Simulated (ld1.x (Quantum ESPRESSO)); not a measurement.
# Rh: RRKJ pseudisation with LDA (PZ), fully relativistic reference atom.

Rh, norm-conserving RRKJ (Kleinman–Bylander form), made with ld1.x (Quantum ESPRESSO) 7.5 (LDA (PZ), fully relativistic). Core [Ar] 3d10, reference 4s2 4p6 4d8 5s1 5p0. Waves: 4s (bound): rc 1.50 bohr; 4p (bound): rc 1.15 bohr; 4d (bound): rc 1.60 bohr. Local part: the d channel. Core correction: a·sin(br)/r model core, default radius (core density twice the valence density). rho0 = 0.01.

Open shells are filled in proportion to 2j + 1 (rel_dist='average').

Occupied shells without a wave of their own: 5s. They enter only through the test configuration that unscreens the potential, and ld1.x also counts them in the model core charge.

Results:

* Ghost test: no extra level below or beside the all-electron valence levels (s, p1/2, p3/2, d3/2, d5/2, f tested) (spherical-Bessel basis up to 400 Ry, 20 bohr box)
* Largest excitation error: -489 meV (all-electron minus pseudo) for 4s2 4p6 4d6 5s0 5p0, out of 7 test configurations

ld1.x takes every shell without a wave as core, so the model core holds the 5s electrons as well and exchange and correlation see them twice. This cancels in the reference configuration, but the file is broken for other ones, and its errors say nothing about a proper core correction.

Generation and tests took about 3.8 s on one core of a shared server CPU.
